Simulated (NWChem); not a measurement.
System: MgHSeF; SMILES [Mg]([F])[SeH]

```xyz
4

Mg     0.0138    -1.2282     0.0000
F      0.0154    -2.9859     0.0000
Se     0.0335     1.1888     0.0000
H     -1.4416     1.1927     0.0000
```
Atoms are numbered in this order, from 1.

Computed with NWChem. Structure relaxed at the PBE0/def2-SVP level. B3LYP is NWChem's, with the RPA form of VWN correlation. Ions are spin-unrestricted doublets at the neutral geometry; other ion states weren't tried.

Order these by “−ε(HOMO) (eV)”, lowest first: BHandHLYP/def2-SVPD; Hartree-Fock/def2-SVPD; B3LYP/def2-SVPD; PBE/def2-SVPD.

PBE/def2-SVPD (6.03), B3LYP/def2-SVPD (6.89), BHandHLYP/def2-SVPD (8.06), Hartree-Fock/def2-SVPD (9.56)
